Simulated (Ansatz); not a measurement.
C₂H₃BBr₂ (`BrB1CC1Br`), charge 0, multiplicity 1.

**Question.** Give a relaxed structure at PBE0-D4/def2-TZVP (Ansatz 0.2.0). (An estimate is asked.)

**Answer.** The calculation gave: 
Cartesian coordinates in Å:
```
Br 0.3051 -0.3068 2.7720
B -0.0330 -0.0756 0.9550
C -0.5872 -0.5992 -0.3568
C 0.2629 0.6905 -0.3202
Br 2.0572 0.6242 -0.9974
H -1.6228 -0.4460 -0.6488
H -0.1538 -1.4971 -0.7909
H -0.2284 1.6100 -0.6129
```
